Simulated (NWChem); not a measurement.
System: C₃H₄BrF; SMILES FC1(Br)CC1

The following NWChem deck was run.

```
start job
memory heap 200 mb stack 900 mb global 1100 mb
geometry units angstroms noautosym nocenter noautoz
  F      1.465174    -1.107510     0.000000
  C      0.167823    -0.755462     0.000000
  Br    -0.036662     1.150332     0.000000
  C     -0.779571    -1.602851    -0.760281
  C     -0.779571    -1.602851     0.760281
  H     -1.609203    -1.122887    -1.283957
  H     -0.342758    -2.468400    -1.266350
  H     -1.609203    -1.122887     1.283957
  H     -0.342758    -2.468400     1.266350
end
basis spherical
  * library 6-31g*
end
dft
  xc m05-2x
  iterations 150
end
cosmo
  do_cosmo_smd true
  solvent thf
end
task dft energy
```

Output (shortened):

```
             Northwest Computational Chemistry Package (NWChem) 7.3.0
             --------------------------------------------------------

                             Geometry "geometry" -> ""
                             -------------------------

 Output coordinates in angstroms (scale by  1.889725989 to convert to a.u.)

  No.       Tag          Charge          X              Y              Z
 ---- ---------------- ---------- -------------- -------------- --------------
    1 F                    9.0000     1.46517400    -1.10751000     0.00000000
    2 C                    6.0000     0.16782300    -0.75546200     0.00000000
    3 Br                  35.0000    -0.03666200     1.15033200     0.00000000
    4 C                    6.0000    -0.77957100    -1.60285100    -0.76028100
    5 C                    6.0000    -0.77957100    -1.60285100     0.76028100
    6 H                    1.0000    -1.60920300    -1.12288700    -1.28395700
    7 H                    1.0000    -0.34275800    -2.46840000    -1.26635000
    8 H                    1.0000    -1.60920300    -1.12288700     1.28395700
    9 H                    1.0000    -0.34275800    -2.46840000     1.26635000

 Effective nuclear repulsion energy (a.u.)     330.5273856450

                                 NWChem DFT Module
                                 -----------------

 Summary of "ao basis" -> "ao basis" (spherical)
 ------------------------------------------------------------------------------
       Tag                 Description            Shells   Functions and Types
 ---------------- ------------------------------  ------  ---------------------
 F                           6-31g*                  6       14   3s2p1d
 C                           6-31g*                  6       14   3s2p1d
 Br                          6-31g*                 12       32   5s4p3d
 H                           6-31g*                  2        2   2s

 in cosmo_initialize ...
 calling solv_data for solv:thf

 solvent parameters
 solvname_short: thf
 solvname_long:  tetrahydrofuran
 dielec:        7.4257
 dielecinf:     1.9740
 nonaqueous SMD model solvent descriptors
 dielec:        7.4257
 sola:          0.0000
 solb:          0.4800
 solc:          0.0000
 solg:         39.4400
 solh:          0.0000
 soln:          1.4050

[...]

                                COSMO-SMD solvation results
                                ---------------------------

             internal energy in gas <Psi(g)|H|Psi(g)> =     -2790.278623223149
         internal energy in solvent <Psi(s)|H|Psi(s)> =     -2790.278097928961
                               delta internal energy  =         0.000525294189 (    0.33 kcal/mol)
   total free energy in solvent <Psi(s)|H+V/2|Psi(s)> =     -2790.283292646718
 polarization energy contribution <Psi(s)|V/2|Psi(s)> =        -0.005194717757 (   -3.26 kcal/mol)
    total free energy in solvent including G(SMD-CDS) =     -2790.286883437016
                       G(SMD-CDS) energy contribution =        -0.003590790298 (   -2.25 kcal/mol)
     1 M fixed-concentration free energy of solvation =        -0.008260213867 (   -5.18 kcal/mol)

                       DFT Final Molecular Orbital Analysis
                       ------------------------------------

 Vector   31  Occ=2.000000D+00  E=-3.778620D-01
              MO Center= -3.4D-01, -5.9D-01,  7.3D-09, r^2= 3.3D+00
   Bfn.  Coefficient  Atom+Function         Bfn.  Coefficient  Atom+Function
  ----- ------------  ---------------      ----- ------------  ---------------
    39      0.382683  3 Br px                40     -0.291662  3 Br py
    65      0.231527  4 C  pz                79     -0.231527  5 C  pz
     4     -0.200826  1 F  py                35     -0.171299  3 Br px
    18      0.160525  2 C  py                63     -0.156673  4 C  px
    77     -0.156673  5 C  px                 8     -0.154403  1 F  py

 Vector   32  Occ=2.000000D+00  E=-3.582084D-01
              MO Center= -1.4D-01,  5.5D-01,  2.1D-08, r^2= 2.9D+00
   Bfn.  Coefficient  Atom+Function         Bfn.  Coefficient  Atom+Function
  ----- ------------  ---------------      ----- ------------  ---------------
    39      0.668025  3 Br px                35     -0.299335  3 Br px
    43      0.299966  3 Br px                40      0.210301  3 Br py
    65     -0.124686  4 C  pz                79      0.124686  5 C  pz
    64      0.123746  4 C  py                78      0.123746  5 C  py
    36     -0.093753  3 Br py                31      0.089690  3 Br px

 Vector   33  Occ=2.000000D+00  E=-3.298748D-01
              MO Center= -1.1D-01,  1.1D-01,  2.2D-08, r^2= 3.2D+00
   Bfn.  Coefficient  Atom+Function         Bfn.  Coefficient  Atom+Function
  ----- ------------  ---------------      ----- ------------  ---------------
    41      0.605008  3 Br pz                19     -0.298783  2 C  pz
    45      0.291582  3 Br pz                37     -0.269406  3 Br pz
    64      0.162152  4 C  py                78     -0.162152  5 C  py
     5      0.156045  1 F  pz                66      0.145366  4 C  s
    80     -0.145366  5 C  s                 63      0.141322  4 C  px

 Vector   34  Occ=0.000000D+00  E= 3.793135D-02
              MO Center= -1.2D-01,  4.2D-01,  4.9D-10, r^2= 3.4D+00
   Bfn.  Coefficient  Atom+Function         Bfn.  Coefficient  Atom+Function
  ----- ------------  ---------------      ----- ------------  ---------------
    20      1.021522  2 C  s                 44      0.823836  3 Br py
    22      0.513746  2 C  py                42     -0.498187  3 Br s
    40      0.439776  3 Br py                18      0.409657  2 C  py
    90     -0.228501  6 H  s                 94     -0.228501  8 H  s
    38      0.207971  3 Br s                 36     -0.190487  3 Br py

[...]
```

Level: M05-2X/6-31G* (spherical d), SMD on the gas-phase geometry. The geometry was optimised at PBE0/def2-SVP. Solvent: tetrahydrofuran.
